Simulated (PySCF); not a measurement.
**CuH₂: bending curve**

All numbers come from UPBE0 in PySCF with Cu def2-TZVP, H def2-TZVP; no relativity; density-fitted integrals.

Rigid scan from the doublet minimum (Cu–H 1.521 Å (×2); H–Cu–H 120.5°). Coordinate: the H–Cu–H angle, bonds fixed. Energies in kJ/mol from the minimum.

| bond angle (°) | E (kJ/mol) | dipole size (D) | ⟨S²⟩ |
| --- | --- | --- | --- |
| 80 | 37.9 | 2.85 | 0.76 |
| 90 | 21.9 | 2.65 | 0.76 |
| 100 | 10.1 | 2.42 | 0.76 |
| 110 | 2.7 | 2.17 | 0.76 |
| 120 | 0.0 | 1.88 | 0.76 |
| 130 | 2.2 | 1.59 | 0.76 |
| 140 | 9.6 | 1.29 | 0.76 |
| 150 | 21.9 | 1.00 | 0.76 |
| 160 | 38.8 | 0.71 | 0.76 |
| 170 | 58.4 | 0.41 | 0.77 |
| 180 | 70.1 | 0.00 | 0.77 |

With the bonds held, the linear shape lies 70.1 kJ/mol from the minimum.

Open d and f shells are described by one determinant, and the ground state may have another occupation or spin.
